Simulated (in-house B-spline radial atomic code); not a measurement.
Results of a calculation; reference values are marked as such.
**Building a PAW d channel for Zn, r_c = 1.21 bohr**

Zn, [Ar] 3d10 4s2, non-relativistic PBE, spherical and spin-unpolarised, from a B-spline radial code for spherical atoms (atomic units; all potentials screened as in the neutral atom).

Two all-electron partial waves φ1, φ2 are integrated outwards at E1 = ε(3d) = -0.388316 and E2 = E1 + 1 hartree; φ1 is the bound orbital and φ2 has unit norm inside r_c = 1.212 bohr. Smooth partners are polynomials, r^3(a0 + a1 r² + a2 r⁴ + a3 r⁶), matched to φ and three derivatives at r_c, with no condition on the norm. The local potential is -16.5455 + (27.4984) r² + (-19.1164) r⁴ + (4.90783) r⁶ inside 0.9923 bohr and the all-electron one outside.

| wave | φ(r_c) | φ'(r_c) | a0 | a1 | a2 | a3 |
| --- | --- | --- | --- | --- | --- | --- |
| 1 | 0.6500151 | -0.6405591 | 3.664936 | -4.934593 | 2.485596 | -0.4462956 |
| 2 | 0.03229234 | 2.554274 | -4.286016 | 6.628504 | -3.430974 | 0.6217166 |

Inside r_c the overlaps are <φi φj> = [[0.78627, -0.84050], [-0.84050, 1.00000]] and, for the smooth waves, [[0.32559, -0.22759], [-0.22759, 0.18945]]. With χj = (Ej − T − V_local) applied to smooth wave j, the program's quadrature gives the matrix B_ij = <smooth i, χj> as [[-0.73396, 1.16103], [0.54812, -0.89382]].

Q: Check the match of the first wave, and find the augmentation charges q_ij.

A: At r_c the four terms are 6.52491, -12.90519, 9.54880, -2.51852, which sum to 0.6500, φ1(r_c) to rounding. q_ij is the all-electron overlap less the smooth one: [[0.46068, -0.61291], [-0.61291, 0.81055]]. The smooth first wave has a norm of 0.3256 inside r_c against 0.7863, and q11 > 0 puts back the missing charge.

Q: B isn't symmetric. Show that D_ij = B_ij + Ej q_ij is.

A: Integrating by parts gives B12 − B21 = (E1 − E2) q12: 1.16103 − (0.54812) = 0.61291, and −1 × (-0.61291) = 0.61291. So D12 = 1.16103 + (0.611684)(-0.61291) = 0.78612 and D21 = 0.54812 + (-0.388316)(-0.61291) = 0.78612; D11 = -0.91285, D22 = -0.39803. The projectors, p = (B⁻¹)ᵀ χ, are dual to the smooth waves; det B = 0.02.

Solving (T + V_local + Σ p D p) ψ = E (1 + Σ p q p) ψ in a sphere of 9 bohr gives these levels:

| all-electron | one projector | two projectors |
| --- | --- | --- |
| -0.388316 | -0.388315 | -0.388315 |
| 0.119064 | 0.119864 | 0.119064 |
| 0.374904 | 0.380080 | 0.374905 |
| 0.769123 | 0.785718 | 0.769123 |
| 1.298000 | 1.337610 | 1.298030 |

Q: What does the second projector gain?

A: With one projector the errors are 0.00, +0.80, +5.18, +16.60, +39.61 millihartree. With two the errors are 0.00, 0.00, 0.00, 0.00, +0.03 millihartree. The scattering is exact at E1 and at E2 = 0.612, and over all levels compared the largest error is 0.03 millihartree. The lowest eigenvalue of the overlap operator is 1 with one and 0.9363 with two projectors. The smooth orbital alone needs a cutoff of 45.3 hartree for 1 millihartree of kinetic energy, against 81.4 for a norm-conserving Troullier-Martins orbital of the same radius; part of the gain comes from giving up the norm, part from the simpler form.
